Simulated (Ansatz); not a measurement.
Molecule: CNO (charge 0, doublet). It need not be the lowest isomer of its formula. 
Geometry from a B3LYP-D3(BJ)/def2-TZVP (Ansatz, a program for electronic structure) optimisation:
```xyz
3

O      0.0000     0.0000    -1.1348
C      0.0000     0.0000     0.0405
N      0.0000     0.0000     1.2622
```
Charge 0, spin multiplicity 2.

Basis-set convergence of Hartree-Fock and CCSD(T) correlation energies (hartree) with Ansatz. Correlated levels leave the core frozen unless marked. UHF or UKS for open shells. No spin-orbit coupling. Non-relativistic.

```json
[
 {"basis": "cc-pVDZ", "functions": "42", "E(HF)": "-167.14442", "E(corr, CCSD(T))": "-0.45221"},
 {"basis": "cc-pVTZ", "functions": "90", "E(HF)": "-167.19057", "E(corr, CCSD(T))": "-0.56008"},
 {"basis": "cc-pVQZ", "functions": "165", "E(HF)": "-167.20264", "E(corr, CCSD(T))": "-0.59627"}
]
```

Extrapolating the two largest sets (X = 3 and 4) as X^-3: E(corr) = (64·(-0.59627) - 27·(-0.56008))/37 = -0.6227 Eh, an estimate of the basis-set limit. The largest set recovers 95.8 % of it, the smallest 72.6 %.
